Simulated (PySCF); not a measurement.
Cost of excited-state runs on `CC(=O)C1=C[C@@H](C)OC1`, C7H10O2

Bonds (- single, = double, # triple, : aromatic): C1-C2, C2=O3, C2-C4, C4=C5, C5-C6, C6-C7, C6-O8, O8-C9, C9-C4. C1 carries H10, H11, H12; C5 carries H13; C6 carries H14; C7 carries H15, H16, H17; C9 carries H18, H19. Stereochemistry as in CC(=O)C1=C[C@@H](C)OC1. H18 is cis to C7 on the ring; H19 is trans to C7 on the ring.

PySCF with density fitting, on 1 thread of an Arm Neoverse V2, shared host. Command: `OMP_NUM_THREADS=1 python excited_run.py task.json out`

Problem. How long does each of these runs take, and how much memory?
- magnetisability and related constants, B97-2/pcSseg-1; usual settings
- magnetisability and related constants, LDA/6-31G; usual settings

Solution. 
| run | level | basis functions | wall time | peak memory (GiB) |
| --- | --- | --- | --- | --- |
| magnetisability and related constants | B97-2/pcSseg-1 | 203 | 36 s | 0.97 |
| magnetisability and related constants | LDA/6-31G | 101 | 18 s | 0.49 |

Times from a shared host are rough.
